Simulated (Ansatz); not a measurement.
```yaml
crystal:
  periodic: [false, false, false]
  atoms:
    - {symbol: Si, position_ang: [-0.155262, 0.214373, 0.949391]}
    - {symbol: Si, position_ang: [1.819207, 1.457839, 0.567086]}
    - {symbol: Si, position_ang: [-1.934440, 0.354226, -0.788739]}
    - {symbol: Si, position_ang: [2.053655, -0.965507, 0.412605]}
    - {symbol: Si, position_ang: [-0.149514, -2.112611, 0.016844]}
    - {symbol: Ge, position_ang: [-2.220549, -1.225794, 1.071760]}
    - {symbol: Ge, position_ang: [0.775420, 0.009039, -1.472000]}
    - {symbol: Ge, position_ang: [-0.188507, 2.268424, -0.756967]}
basis:
  gaussian: {orbitals: def2-TZVP, initial_orbitals: start.molden}
hamiltonian: {xc: {name: wB97X-V}}
scf: {omitted_lower_state_checks: [starts]}
output: {orbitals: {seedname: orbitals}}
```

The file start.molden holds the orbitals of an earlier run on this structure, at another level or in another basis.

```sh
$ ansatz run in.yaml --threads 4 --pin off --events-out ev --progress --plain --max-ram 4787MiB
```

(1) Does this run fit into the memory that it is given?

## Answers

(1) No. It has 329 basis functions, and Ansatz plans for 5.14 GiB where 4.67 GiB are given.
